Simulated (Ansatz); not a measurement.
Stepwise reaction of `[O]=[Nb]([Cl])([Cl])[Cl]` with hydrogen fluoride, as a gas-phase model of exchange steps in deposition or etching. ΔE in kJ/mol; ΔG adds harmonic PBE0-D4 terms to CCSD(T)/CBS, at 1 bar.

Computed with Ansatz on PBE0-D4/def2-TZVP structures; ΔE is electronic, products minus reactants. CBS: MP2 limit from def2 TZ/QZ plus the TZ coupled-cluster correction, frozen cores. This one scheme is used for every species. Functionals use def2-TZVPP. B3LYP here is the variant with VWN-RPA as its local correlation; programs differ in this. Elements past krypton have def2 core potentials. For Nb outer-core shells are correlated without core-valence functions, which leaves a few kJ/mol of doubt a bond.

```
step                                                            reaction  PBE-D4  B3LYP-D4  ωB97M-V  CCSD(T)/CBS  ΔG(400 K)
   1  `[O]=[Nb]([Cl])([Cl])[Cl]` + H–F → `[O]=[Nb]([F])([Cl])[Cl]` + HCl   -10.0     -10.3    -13.8          0.2       -9.5
   2    `[O]=[Nb]([F])([Cl])[Cl]` + H–F → `[O]=[Nb]([F])([F])[Cl]` + HCl   -11.6     -12.2    -15.0         -2.0       -8.1
   3      `[O]=[Nb]([F])([F])[Cl]` + H–F → `[O]=[Nb]([F])([F])[F]` + HCl   -12.7     -13.6    -15.7         -3.8       -6.2
```

Task: By hand: ΔE of the 3 steps together at CCSD(T)/CBS.

Result: (0.2) + (-2.0) + (-3.8) = -5.6 kJ/mol, or -1.9 kJ/mol a step.

In ΔE the steps differ by no more than 4.0 kJ/mol. ΔG lies between -9.5 and -6.2 kJ/mol a step. PBE-D4 differs from CCSD(T)/CBS by -10.2 to -8.9 kJ/mol a step. Isolated molecules leave out the surface, adducts and barriers. Largest T1 diagnostic: 0.022.
